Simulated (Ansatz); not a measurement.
C3H12FN3Zr, SMILES `C[NH][Zr]([F])([NH]C)[NH]C`, relaxed with RKS PBE0-D4/def2-TZVP in Ansatz 0.2.0 from a GFN2-xTB geometry. The force threshold is 0.005 eV/Å; the program also tests the step.

Total charge 0; spin multiplicity 1. Zr: def2 effective core potential.

Start:

```xyz
20

C     1.591    2.092    0.848
N     1.186    1.683   -0.494
Zr    0.242   -0.103   -0.414
F     1.378   -1.392    0.427
N    -0.213   -0.727   -2.285
C    -0.631   -2.123   -2.137
N    -1.466    0.101    0.671
C    -1.158   -0.281    2.048
H     0.770    2.565    1.429
H     1.955    1.206    1.396
H     2.420    2.821    0.811
H     0.826    2.510   -0.992
H     0.552   -0.697   -2.978
H    -1.442   -2.165   -1.390
H    -1.027   -2.521   -3.086
H     0.195   -2.796   -1.816
H    -1.935    1.021    0.701
H    -0.679   -1.273    2.043
H    -2.077   -0.362    2.653
H    -0.488    0.441    2.568
```

| step | energy (eV) | largest force (eV/Å) | largest move (Å) |
| --- | --- | --- | --- |
| 1 | -11770.6127 | 1.225 | 0.000 |
| 2 | -11770.8908 | 0.785 | 0.193 |
| 3 | -11771.0427 | 0.694 | 0.194 |
| 4 | -11771.1438 | 0.590 | 0.195 |
| 5 | -11771.2194 | 0.556 | 0.200 |
| 6 | -11771.2776 | 0.175 | 0.200 |
| 7 | -11771.2974 | 0.311 | 0.194 |
| 8 | -11771.3210 | 0.153 | 0.089 |
| 9 | -11771.3465 | 0.357 | 0.195 |
| 10 | -11771.3690 | 0.435 | 0.194 |
| 11 | -11771.3884 | 0.599 | 0.196 |
| 12 | -11771.4110 | 0.630 | 0.179 |
| 13 | -11771.4420 | 0.458 | 0.137 |
| 14 | -11771.4655 | 0.192 | 0.200 |
| 15 | -11771.4702 | 0.238 | 0.200 |
| 16 | -11771.4821 | 0.091 | 0.053 |
| 17 | -11771.4851 | 0.286 | 0.100 |
| 18 | -11771.4899 | 0.076 | 0.067 |
| 19 | -11771.4916 | 0.032 | 0.046 |
| 20 | -11771.4924 | 0.035 | 0.050 |
| 21 | -11771.4926 | 0.020 | 0.036 |
| 22 | -11771.4928 | 0.008 | 0.025 |
| 23 | -11771.4928 | 0.006 | 0.014 |
| 24 | -11771.4929 | 0.008 | 0.013 |
| 25 | -11771.4929 | 0.003 | 0.006 |

End:

```xyz
20

C     1.788    2.729    0.328
N     1.172    1.725   -0.516
Zr    0.707   -0.152    0.117
F     2.132   -0.932    1.180
N     0.295   -1.273   -1.532
C    -0.949   -1.722   -2.123
N    -1.031    0.005    1.165
C    -1.563   -1.041    2.014
H     1.181    3.640    0.404
H     1.907    2.346    1.348
H     2.788    3.018   -0.016
H     1.077    2.045   -1.470
H     1.087   -1.683   -2.017
H    -1.791   -1.303   -1.567
H    -1.054   -1.399   -3.166
H    -1.054   -2.814   -2.102
H    -1.590    0.846    1.210
H    -0.923   -1.930    1.966
H    -2.566   -1.360    1.706
H    -1.612   -0.747    3.070
```

Run time 100 s (5 threads of an AMD EPYC 7R13 on a shared host and a share of an NVIDIA H100 80 GB); peak host memory 0.98 GiB.
